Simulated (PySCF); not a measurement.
Geometries of 2 isomers of CH6NOPSi, from PBE0-D3(BJ)/def2-SVP geometry optimisation, gas phase in PySCF. One conformer each, no zero-point energy, no frequencies.

**Question.** Which isomer lies lower at this level?
A.
```xyz
11
angstrom
C     -1.431   -1.260    0.632
N     -0.684   -0.249    0.754
Si     0.056    0.654   -0.553
O     -0.286    2.259   -0.317
P      2.279    0.242   -0.527
H     -1.843   -1.767    1.525
H     -1.727   -1.711   -0.340
H     -0.481    0.308   -1.903
H     -0.208    2.575    0.589
H      2.303    0.077    0.893
H      2.062   -1.152   -0.768
```
B.
```xyz
11
angstrom
N     -1.391    1.374   -0.428
C     -1.130    0.652    0.689
O     -1.701    0.822    1.749
Si     0.196   -0.750    0.562
P      1.440   -0.408   -1.307
H     -2.120    2.080   -0.397
H     -0.932    1.179   -1.309
H     -0.527   -2.045    0.393
H      0.973   -0.764    1.832
H      2.325    0.522   -0.683
H      2.301   -1.530   -1.119
```

**Answer.** A. That is `C=N[Si@@H](O)P`, 10.5 kcal/mol below the other.

```csv
SMILES,atoms numbered as above,E (Eh),relative (kcal/mol),relative (kJ/mol),dipole (D)
C=N[Si@@H](O)P,[CH2:1]=[N:2][Si@@H:3]([OH:4])[PH2:5],-801.80692,0.0,0.0,2.19
NC(=O)[SiH2]P,[NH2:1][C:2](=[O:3])[SiH2:4][PH2:5],-801.79018,10.5,44.0,2.85
```

As drawn, the lower has a C=N bond, an O–H bond and an Si–O bond, which the higher lacks; the higher has a C=O bond, an N–H bond and a C(=O)–N unit, which the lower lacks.
